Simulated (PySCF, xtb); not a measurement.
W(O)(S)(NH2)(OSiH3) (H5NO2SSiW), SMILES [NH2][W](=[O])(=[S])[O][SiH3], multiplicity 1. Other conformers were not sampled.

Harmonic wavenumbers (cm⁻¹) from xtb with GFN2-xTB at its own minimum, in rising order: 69, 90, 112, 126, 140, 163, 184, 210, 286, 390, 473, 489, 507, 539, 553, 585, 731, 777, 796, 846, 889, 1480, 1862, 2129, 2250, 3262, 3276.

Problem. What does PBE-D3(BJ)/def2-SVP (PySCF) give at its own minimum? (Estimate from the structure and the level; the computed values follow.)

Solution. 26, 39, 48, 181, 189, 200, 228, 248, 346, 422, 465, 525, 641, 683, 689, 695, 909, 912, 916, 971, 1002, 1453, 2176, 2189, 2190, 3467, 3568. Paired by order, the mean absolute difference is 99 cm⁻¹ and the zero-point energies are 33.2 and 36.3 kcal/mol.
